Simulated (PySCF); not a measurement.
# Two-dimensional NMR puzzle

Compound of formula C2H9NO2Si3. Correlations simulated from computed shifts and the bond graph:

HSQC (one-bond C–H):
```csv
δH,δC
1.72,3.9
```

COSY cross peaks (H two or three bonds apart, from the bond graph; peaks can be absent where the dihedral angle is near 90°):
```csv
δH,δH
5.31,1.72
```

HMBC (two and three bonds, from the bond graph):
```csv
δH,δC
5.31,"123.0, 3.9"
1.72,123.0
```

Carbons without hydrogens: δ 123.0.

PySCF 2.14 calculation with structure optimised with GFN2-xTB and PBE0/pcSseg-1 with gauge-including orbitals; relativity neglected, in vacuum, rapidly exchanging positions averaged, one conformer.

Shifts are taken against calculated references (same method and geometry level): TMS for 1H (σref 31.72) and 13C (σref 186.93).

Exchangeable hydrogens are left out of these lists.

Task: Work out the connectivity.

Result: SMILES C(C#N)[SiH2]O[SiH2]O[SiH3].

Atom-mapped SMILES (the numbers label the heavy atoms): `[N:1]#[C:2][CH2:3][SiH2:4][O:5][SiH2:6][O:7][SiH3:8]`. Each H is labelled by its parent atom.

δC 123.0 is C2, a nitrile carbon. δC 3.9 is C3, an sp3 CH2 bonded to Si, α to a nitrile (δH 1.72). HMBC from δH 5.31 reaches the proton-free carbon C2. HMBC from δH 1.72 reaches the proton-free carbon C2. COSY links 5.31–1.72.

The shifts were computed for this structure.

Shifts are as computed. Against solution values, carbons near 30 ppm lie about +3 ppm off and those near 130 ppm about +5 ppm. Of 1211 compounds with measured shifts, 218 miss one by over three times the rms of a fit or turn the order of signals round; such compounds aren't used in these exercises.
